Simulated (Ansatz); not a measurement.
Geometry optimisation, RKS r2SCAN/def2-SVP (Ansatz).

Input file:

```yaml
crystal:
  periodic: [false, false, false]
  atoms:
    - { symbol: Ga, position_ang: [0.0, 0.0, 0.0] }
    - { symbol: O, position_ang: [0.0, 0.0, 2.14] }
    - { symbol: H, position_ang: [-0.9095, -0.2814, 2.4771] }
    - { symbol: Cl, position_ang: [1.9398, 0.0, -1.12] }
    - { symbol: Cl, position_ang: [-1.9398, 0.0, -1.12] }
    - { symbol: P, position_ang: [0.5524, 2.395, 0.8167] }
    - { symbol: H, position_ang: [1.6162, 2.342, 1.7558] }
    - { symbol: H, position_ang: [0.9387, 3.196, -0.2904] }
    - { symbol: H, position_ang: [0.2843, 1.2325, 1.9686] }
basis:
  gaussian: { orbitals: def2-SVP }
hamiltonian:
  xc: r2scan
relax:
  f_tol: 0.15
  max_steps: 25
  restrain:
    - { distance: [0, 5], at: 2.29, k: 30.0 }
    - { distance: [8, 1], at: 1.01, k: 30.0 }
    - { distance: [0, 1], at: 2.99, k: 30.0 }
    - { distance: [8, 5], at: 2.62, k: 30.0 }
```

Launched with:

```bash
$ ansatz run input.yaml --threads 4 --pin off --max-ram 5120MiB --backend cpu --events-out ev --progress --plain --runs-dir out
```

Where does it end, and by what steps?

The forces met the threshold. The restraints hold the end off the free minimum; the threshold counts their pulls, which the force column leaves out. Restrained pairs: Ga1–P6 (2.59 → 2.30 Å), O2–H9 (1.28 → 0.99 Å), Ga1–O2 (2.14 → 2.97 Å), P6–H9 (1.66 → 2.63 Å). After 7 steps the energy has fallen by 2.873 eV (the restraints' own energy left out); H9 moved furthest, 0.91 Å.

```json
{"step": "0", "energy less start (eV)": "0.0000", "largest force component (eV/Å)": "2.677", "accepted": "yes"}
{"step": "1", "energy less start (eV)": "-0.6036", "largest force component (eV/Å)": "3.230", "accepted": "yes"}
{"step": "2", "energy less start (eV)": "-1.0480", "largest force component (eV/Å)": "4.238", "accepted": "yes"}
{"step": "3", "energy less start (eV)": "-1.7009", "largest force component (eV/Å)": "3.394", "accepted": "yes"}
{"step": "4", "energy less start (eV)": "-2.5222", "largest force component (eV/Å)": "1.093", "accepted": "yes"}
{"step": "5", "energy less start (eV)": "-2.7430", "largest force component (eV/Å)": "0.961", "accepted": "yes"}
{"step": "6", "energy less start (eV)": "-2.8064", "largest force component (eV/Å)": "1.812", "accepted": "yes"}
{"step": "7", "energy less start (eV)": "-2.8730", "largest force component (eV/Å)": "0.797", "accepted": "yes"}
```

```xyz
9
Properties=species:S:1:pos:R:3
Ga 0.261 0.679 -0.409
O -0.062 -0.069 2.451
H -0.987 -0.346 2.368
Cl 1.935 -0.339 -1.287
Cl -1.670 -0.162 -0.865
P 0.455 2.612 0.813
H 1.787 2.232 1.160
H 0.906 3.395 -0.299
H -0.142 0.882 2.695
```

Time of the run: 30 s on 4 threads of Arm Neoverse V2, on a shared host, peak memory 0.22 GiB.
